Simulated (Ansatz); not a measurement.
CH7BSi2 can be A, `C[SiH]1B[SiH2]1`, or B, `B1C[SiH2][SiH2]1`.

Computed with Ansatz on PBE0-D4/def2-TZVP structures; ΔE is electronic, products minus reactants. CBS: MP2 limit from def2 TZ/QZ plus the TZ coupled-cluster correction, frozen cores. DFT in def2-TZVPP. B3LYP here is the variant with VWN-RPA as its local correlation; programs differ in this.

A:

```xyz
11

C    -0.8772   -1.4019   -0.5841
Si   -0.0018   -0.5609    0.8354
B     0.0767    1.2670    1.2674
Si    0.7227    1.6899   -0.4368
H    -0.1939   -2.0280   -1.1618
H    -1.6498   -2.0564   -0.1678
H    -1.3577   -0.6853   -1.2497
H     0.6415   -1.6039    1.6871
H     0.5760    1.6828    2.2660
H     0.1896    1.1184   -1.6999
H     1.8738    2.5783   -0.7559
```

B:

```xyz
11

B     1.0692    0.1227   -0.4799
C     0.7248   -1.2425    0.1351
Si   -0.6345   -0.1020    0.9254
Si   -0.4437    1.1814   -1.1009
H     1.9080    0.7932    0.0632
H     1.4392   -1.7225    0.7989
H     0.1393   -1.9673   -0.4322
H    -1.9281   -0.8235    0.8736
H    -0.3471    0.4368    2.2733
H    -1.5431    0.6627   -1.9558
H    -0.3841    2.6610   -1.1008
```

Question: Which isomer does CCSD(T)/CBS put lower? Give the gap. (Best estimate.)

Answer: Ansatz gave: B, by 73.8 kJ/mol.

Question: Give E(B) − E(A) in kJ/mol with PBE0-D4, B3LYP-D4, B3LYP, MP2/def2-TZVPP, B2PLYP, CCSD/def2-TZVPP, BLYP-D4. (An estimate is asked.)

Answer: Ansatz gave: PBE0-D4 -78.7, B3LYP-D4 -68.4, B3LYP -66.2, MP2/def2-TZVPP -72.9, B2PLYP -69.1, CCSD/def2-TZVPP -75.6, BLYP-D4 -60.4. None reverses the order clearly.

Question: Does the order hold for the free energy at 298.15 K (harmonic terms from PBE0-D4)? (An estimate is asked.)

Answer: Computed: Yes: G(B) − G(A) = -73.4 kJ/mol.

Largest T1 diagnostic: 0.015.

In def2-TZVPP, CCSD(T) changes the Hartree–Fock value by +12.9 kJ/mol (the triples alone add +3.8 kJ/mol) and MP2 by +11.7 kJ/mol. From PBE to PBE0 (25 % exact exchange), in def2-TZVPP and without D4, E(B) − E(A) moves by −9.1 kJ/mol.
